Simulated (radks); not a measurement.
Polarisability of the samarium ion Sm3+, [Xe] 4f5, at imaginary frequency. Calculated with a radial shooting solver on a logarithmic mesh with Libxc functionals: scalar-relativistic Kohn-Sham, LDA (Slater exchange, Perdew-Wang correlation), spin-polarised, spherical densities, finite nucleus; open shells are filled with parallel spins first (spin-orbit coupling, left out, can overturn this in heavy ions); Fermi nuclear charge, rms radius 5.0819 fm. Response by self-consistent Sternheimer equations with the Hartree and adiabatic LDA kernel, the relativistic mass of each level held fixed and spin-orbit coupling left out.

w (hartree),alpha1(iw) (bohr^3)
0.00266,6.352
0.0143,6.350
0.0360,6.341
0.0697,6.311
0.118,6.238
0.186,6.092
0.280,5.834
0.413,5.423
0.605,4.805
0.892,3.927
1.35,2.839
2.12,1.750
3.59,0.8974
6.94,0.3551
17.5,0.08281

Static values: alpha1 = 6.352 bohr^3 (0.9413 angstrom^3; uncoupled 11.78). C6 = 36.60, triple-dipole C9 = 162.1 atomic units. One-pole (London) frequency 4 C6 / (3 alpha1^2) = 1.209 hartree, against 1.254 for minus the highest occupied eigenvalue.
